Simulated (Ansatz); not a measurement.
F2H3NbO3 (`[OH][Nb]([OH])([OH])([F])[F]`). Total charge 0; spin multiplicity 1. Nb: def2 effective core potential.

| atom | x (Å) | y (Å) | z (Å) |
| --- | --- | --- | --- |
| O1 | -1.490 | -0.115 | 1.115 |
| Nb2 | 0.212 | -0.167 | 0.332 |
| O3 | 0.253 | 1.617 | -0.249 |
| O4 | 0.318 | -0.581 | -1.532 |
| F5 | 0.387 | -2.040 | 0.526 |
| F6 | 1.648 | 0.056 | 1.497 |
| H7 | -2.131 | 0.597 | 1.069 |
| H8 | 0.403 | 2.153 | -1.027 |
| H9 | 0.401 | -1.520 | -1.729 |

(1) List the harmonic frequencies (cm⁻¹, unscaled) at PBE0-D4/def2-TZVP in Ansatz. (Estimate.)

(2) Is this a minimum?

(3) Give the ideal-gas thermochemistry at 298.15 K and 1 bar (rigid rotor, harmonic oscillator; point group C1, symmetry number 1).

(4) And at 400, 500, 600, 800 and 1000 K?

(5) Rotational constants (cm⁻¹)?

Answers

(1) Computed: 75, 110, 194, 203, 228, 234, 268, 307, 403, 465, 507, 515, 612, 686, 698, 749, 758, 799, 3861, 3911, 3948.

(2) Yes, all 21 modes are real.

(3) Zero-point energy 116.8 kJ/mol; H(298) − E = 142.9 kJ/mol; entropy 385.7 J/(mol·K), of which translation 173.8, rotation 115.5, vibration 96.4; G(298) − E = 27.9 kJ/mol. Modes under 100 cm⁻¹ are hindered rotations or soft bends, so the harmonic entropy is rough.

(4) 
```json
{"T (K)": "400", "H − E (kJ/mol)": "157.7", "S (J/mol/K)": "428.2", "G − E (kJ/mol)": "-13.6"}
{"T (K)": "500", "H − E (kJ/mol)": "173.4", "S (J/mol/K)": "463.3", "G − E (kJ/mol)": "-58.2"}
{"T (K)": "600", "H − E (kJ/mol)": "189.9", "S (J/mol/K)": "493.4", "G − E (kJ/mol)": "-106.1"}
{"T (K)": "800", "H − E (kJ/mol)": "224.2", "S (J/mol/K)": "542.7", "G − E (kJ/mol)": "-209.9"}
{"T (K)": "1000", "H − E (kJ/mol)": "259.7", "S (J/mol/K)": "582.2", "G − E (kJ/mol)": "-322.5"}
```

(5) 0.08678, 0.07651, 0.07179.
